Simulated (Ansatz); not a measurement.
`C=C[SiH2]O[SiH](F)F` + `C=N[SiH2]F` → `C=N[SiH](F)F` + `C=C[SiH2]O[SiH2]F`  (redistribution)

Computed with Ansatz on PBE0-D4/def2-TZVP structures; ΔE is electronic, products minus reactants. CCSD(T)/CBS is the MP2 limit (def2-TZVPP, def2-QZVPP) plus CCSD(T) − MP2 in def2-TZVPP, frozen cores. This one scheme is used for every species. One conformer a species, not always the lowest.

| species | CCSD(T)/CBS(def2) energy (Eh) |
| --- | --- |
| `C=C[SiH2]O[SiH](F)F` | -932.85831 |
| `C=N[SiH2]F` | -484.08456 |
| `C=N[SiH](F)F` | -583.35600 |
| `C=C[SiH2]O[SiH2]F` | -833.58294 |

Work out ΔE.

ΔE = (-583.35600) + (-833.58294) − (-932.85831) − (-484.08456) = 0.00393 Eh = +2.5 kcal/mol.

Largest T1 diagnostic among the species: 0.013.
